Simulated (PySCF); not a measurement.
Li+: ionisation energy

Li+ 1s2 (1S) → Li(2+) 1s1 (2S), as a difference of total energies. Calculation: PySCF 2.14, in aug-cc-pVDZ; no relativity, point nucleus. Correlated levels: valence: nothing frozen. The calculations carry no spin-orbit coupling.

| method | ionisation energy (eV) |
| --- | --- |
| UHF | 75.832 |
| PBE | 76.590 |
| r2SCAN | 77.011 |
| MP2 (valence) | 75.836 |
| SCS-MP2 (valence) | 75.836 |
| CCSD (valence) | 75.835 |

Errors of the correlated levels include the incompleteness of this basis.

With two correlated electrons CCSD is exact in that space.

For comparison: 75.640 eV (theoretical estimate listed by NIST; NIST Atomic Spectra Database, ionization energies).
